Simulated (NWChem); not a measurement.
# Correlation energy of disulfane (H$_{2}$S$_{2}$)

```
S
H 1 1.3555
S 1 2.0725 2 98.30
H 3 1.3555 1 98.30 2 -91.01
```
Charge 0, spin multiplicity 1.

Everything below was run with NWChem. The geometry was optimised at PBE0/def2-SVP, a minimum by its harmonic frequencies. It is one conformer; others weren't searched.

Basis set: 6-31G*. Each correlation energy counts from its own Hartree-Fock reference.

The correlated methods keep 10 core orbitals frozen. The Pople sets run with spherical d functions. Coupled-cluster values serve here as a point of comparison, not as the truth.

Problem. One of these methods gave a correlation energy of -235.1 mHa. Which?
A) CCSD
B) CR-CCSD(T)
C) MP2
D) CCSD+T(CCSD)

Solution. C, MP2. The others give -270.4 (CCSD), -276.5 (CR-CCSD(T)), -278.1 (CCSD+T(CCSD)).
